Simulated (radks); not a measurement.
Ionisation of the praseodymium ion Pr+, [Xe] 4f3 6s1, to [Xe] 4f3 as the strength of local exchange is varied. All-electron calculation, non-relativistic Kohn-Sham, Slater X-alpha exchange (alpha = 2/3 is LDA exchange), no correlation, spin-unpolarised, spherical densities, point nucleus; relativity is left out, which matters for an element this heavy. Program: a radial shooting solver on a logarithmic mesh with Libxc functionals.

alpha  E(Pr+) (hartree)  exchange (hartree)  IE (eV)  -e of the level emptied (eV)  <r> of it (bohr)
0.599        -8891.8292           -176.1585    9.171                    6.780 (6s)             4.389
0.667        -8911.8496           -196.5954    9.471                    7.085 (6s)             4.318
0.701        -8921.8765           -206.8465    9.624                    7.241 (6s)             4.283
0.798        -8950.5438           -236.2116   10.072                    7.698 (6s)             4.185
0.966        -9000.4073           -287.4873   10.880                    8.531 (6s)             4.024

NIST Atomic Spectra Database: 10.63 eV (semi-empirical). The Delta-SCF value meets it near alpha = 0.91. Relativity is left out here, which matters for elements this heavy. Spin polarisation and multiplet splitting are left out, so open shells lie too high by an amount that depends on their filling.

Beside tabulated values, note that spin-unpolarised runs miss the spin-polarisation part of the exchange energy of open shells.
